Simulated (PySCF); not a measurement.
C5H14SSi, SMILES C[Si](C)(C)CCS, GFN2-xTB optimised geometry.

```
21

C      0.41    -2.25    -1.60
Si     0.91    -1.35     0.00
C      2.80    -1.18     0.09
C      0.26    -2.32     1.51
C      0.16     0.42     0.00
C     -1.36     0.42     0.00
S     -1.99     2.15     0.00
H     -0.67    -2.42    -1.65
H      0.69    -1.69    -2.48
H      0.89    -3.23    -1.67
H      3.28    -2.15     0.07
H      3.11    -0.68     1.01
H      3.19    -0.60    -0.74
H      0.44    -1.78     2.44
H      0.76    -3.28     1.60
H     -0.80    -2.51     1.44
H      0.51     0.97    -0.87
H      0.51     0.97     0.87
H     -1.75    -0.07     0.89
H     -1.75    -0.07    -0.89
H     -3.28     1.83     0.01
```

Density from PySCF 2.14.0 with B3LYP/def2-SVP at that geometry.

Minimum of the electron density along straight lines between bonded atoms, close to the bond critical point (lines longer than 1.1 times the sum of covalent radii, or with two minima, are not listed):

```
bond    length / Å  ρ at the minimum / e bohr⁻³  ∇²ρ there / e bohr⁻⁵  position (fraction from the first atom)
------  ----------  ---------------------------  --------------------  ---------------------------------------
C1–Si2       1.908                        0.110                  0.31                                     0.62
Si2–C3       1.906                        0.110                  0.32                                     0.38
Si2–C4       1.908                        0.110                  0.31                                     0.38
Si2–C5       1.920                        0.109                  0.31                                     0.38
C5–C6        1.512                          ___                   ___                                     0.49
C6–S7        1.845                          ___                 -0.28                                     0.46
C1–H8        1.086                        0.272                 -0.97                                     0.62
C1–H9        1.086                        0.272                 -0.97                                     0.62
C1–H10       1.086                        0.272                 -0.97                                     0.62
C3–H11       1.085                        0.272                 -0.97                                     0.62
C3–H12       1.086                        0.272                 -0.97                                     0.62
C3–H13       1.086                        0.272                 -0.97                                     0.62
C4–H14       1.086                        0.272                 -0.97                                     0.62
C4–H15       1.086                        0.272                 -0.97                                     0.62
C4–H16       1.086                        0.272                 -0.97                                     0.62
C5–H17       1.091                        0.272                 -0.97                                     0.62
C5–H18       1.091                        0.273                 -0.97                                     0.62
C6–H19       1.089                        0.282                 -1.05                                     0.63
C6–H20       1.089                        0.281                 -1.05                                     0.63
S7–H21       1.332                        0.215                 -0.22                                     0.49
```

### Question
Some entries are withheld; supply them.

### Answer

- C5–C6, ρ at the minimum / e bohr⁻³: 0.248
- C5–C6, ∇²ρ there / e bohr⁻⁵: -0.56
- C6–S7, ρ at the minimum / e bohr⁻³: 0.171
